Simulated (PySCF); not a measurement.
**P²⁺ (phosphorus, charge +2): UHF calculation**

Configuration: [Ne] 3s2 3p1, 2P determinant. Calculation: PySCF 2.14, in aug-cc-pV(D+d)Z (5s4p3d, 32 functions); the non-relativistic Hamiltonian (point nucleus).

```json
{
  "Total energy": "-339.640360 hartree",
  "One-electron energy": "-459.0268 hartree",
  "Hartree (Coulomb) energy": "141.4077 hartree",
  "Exchange energy": "-22.0213 hartree",
  "Kinetic energy": "339.37546 hartree",
  "⟨S²⟩": "0.7624",
  "⟨L²⟩": "2.038",
  "Sum of ⟨r⟩": "9.673 bohr",
  "Sum of ⟨r²⟩": "14.20 bohr²",
  "Traceless quadrupole moment −½Σ⟨3z² − r²⟩ along its main axis": "-1.88 e·bohr²",
  "Density at the nucleus (Gaussians lack the cusp)": "2130 bohr⁻³",
  "Spin density at the nucleus": "0.0832 bohr⁻³",
  "Langevin diamagnetic susceptibility": "-11.2 ×10⁻⁶ cm³/mol"
}
```

```csv
shell,electrons,mean orbital energy (eV),spread (eV),"rms radius, mean of both spins (bohr)"
1s α,1,-2201.4,0,0.120
1s β,1,-2201.1,0,0.120
2s α,1,-228.74,0,0.561
2s β,1,-228.46,0,0.561
2p α,3,-171.34,0.452,0.539
2p β,3,-170.85,0.643,0.539
3s α,1,-40.068,0,1.90
3s β,1,-37.073,0,1.90
3p α,1,-29.943,0,2.14
```

Spin-orbit constants ζ (cm⁻¹) from the X2C one-electron operator on these orbitals (non-relativistic here): bare nucleus, nucleus screened by l(l+1)(2l+1)/3 electrons, and screened by the Breit-Pauli mean field of the electrons.

```json
{"shell": "2p", "bare": "5386", "screened nucleus": "4668", "mean field": "4338"}
{"shell": "3p", "bare": "405.4", "screened nucleus": "351.4", "mean field": "321.7"}
```

To first order the Landé constant is A = 321.7 cm⁻¹, so the lowest level has J = 1/2 and lies 0.0399 eV below the centre of the term.
